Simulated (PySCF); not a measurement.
A GIAO shielding run with PySCF 2.14.0 with density-fitted response routines (density fitting, non-relativistic, gas phase) on SMILES CCC(=O)OCSC, C₅H₁₀O₂S:

```
$ OMP_NUM_THREADS=1 python probes_run.py task.json out

{"job": {"kind": "nmr", "xc": "PBE0", "basis": "pcSseg-1"}, "charge": 0, "multiplicity": 1}
C     -2.783093    -0.788595    -0.673720
C     -1.837104    -0.312869     0.431120
C     -0.911719     0.738230    -0.128946
O     -1.135003     1.914833    -0.177109
O      0.203224     0.166643    -0.629754
C      1.185516     1.010692    -1.181717
S      2.565964     1.255364    -0.024601
C      3.178805    -0.454332     0.013205
H     -2.223218    -1.266208    -1.474357
H     -3.332684     0.053995    -1.086405
H     -3.494675    -1.504390    -0.270657
H     -2.411194     0.132785     1.243399
H     -1.249602    -1.149818     0.807981
H      0.771008     2.000231    -1.390631
H      1.562786     0.534676    -2.088222
H      3.947635    -0.496623     0.776714
H      2.357850    -1.117330     0.268915
H      3.596745    -0.710965    -0.956391
```

Hardware: 1 thread of an Arm Neoverse V1, shared host. The job also computes population analyses, field gradients.

Question: How large is the calculation?

Answer: 72 electrons, 193 basis functions and 1022 auxiliary functions.

Question: How long does it take, and how much memory does it need?

Answer: 37 s of wall time, with 14 SCF cycles and 5 response iterations; peak memory 0.85 GiB. Times on a shared host scatter by some tens of per cent.
